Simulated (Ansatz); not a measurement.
Clusters of 5 atoms, halide-capped: PBE0-D4/def2-TZVPD single points in Ansatz on relaxed structures, gas phase. Each cluster is the lowest isomer that a short search found in that spin, judged at the geometry's level, and lower ones may exist. Core potentials for Cd, Hg, Te, no spin–orbit coupling. Binding counts from free atoms in the multiplicity of their measured ground term, without zero-point energy. The structures are stationary points that may keep the symmetry of their start. Remarks come from the PBE and PBE0 runs and from stability tests at other levels; not every state was tested. A HOMO above zero means that the electron is unbound at that level and held by the basis, or that self-interaction error raises the level; the energy of removing that electron tells which.

| species | atoms | state | geometry | HOMO (eV) | LUMO (eV) | gap (eV) | vertical EA (eV) | binding per atom (eV) | point group (within 0.1 Å) | remarks |
| --- | --- | --- | --- | --- | --- | --- | --- | --- | --- | --- |
| Cd2SCl2 | 5 | singlet | r2SCAN-D4/def2-SVP | -7.83 | -2.44 | 5.38 | 1.03 | 2.01 | C2v | HOMO above zero (-1 doublet) |
| Zn2SF2 | 5 | singlet | PBE0-D4/def2-SVP | -8.19 | -2.15 | 6.03 | 0.65 | 2.61 | C2v | HOMO above zero (-1 doublet) |
| Hg2TeF2 | 5 | singlet | PBE0-D4/def2-SVP | -7.33 | -2.54 | 4.78 | 1.08 | 1.64 | C2v | HOMO above zero (-1 doublet) |
| Cd2SF2 | 5 | singlet | PBE0-D4/def2-SVP | -7.92 | -2.50 | 5.42 | 1.00 | 2.20 | C2v | HOMO above zero (-1 doublet) |
| Cd2SeF2 | 5 | singlet | PBE-D4/def2-SVP | -7.68 | -2.59 | 5.08 | 1.10 | 2.13 | C2v | HOMO above zero (-1 doublet) |
| Cd2TeF2 | 5 | singlet | r2SCAN-D4/def2-SVP | -7.25 | -2.44 | 4.81 | 1.02 | 2.04 | C2v | HOMO above zero (-1 doublet) |
| Zn2OF2 | 5 | singlet | PBE0-D4/def2-SVP | -8.86 | -2.20 | 6.65 | 0.66 | 2.72 | C2v | HOMO above zero (-1 doublet) |
| Hg2TeCl2 | 5 | singlet | r2SCAN-D4/def2-SVP | -7.24 | -2.61 | 4.63 | 1.24 | 1.50 | C2v | HOMO above zero (-1 doublet) |

The gap (eV) runs from 4.63 (Hg2TeCl2) to 6.65 (Zn2OF2). The vertical EA (eV) runs from 0.65 (Zn2SF2) to 1.24 (Hg2TeCl2).
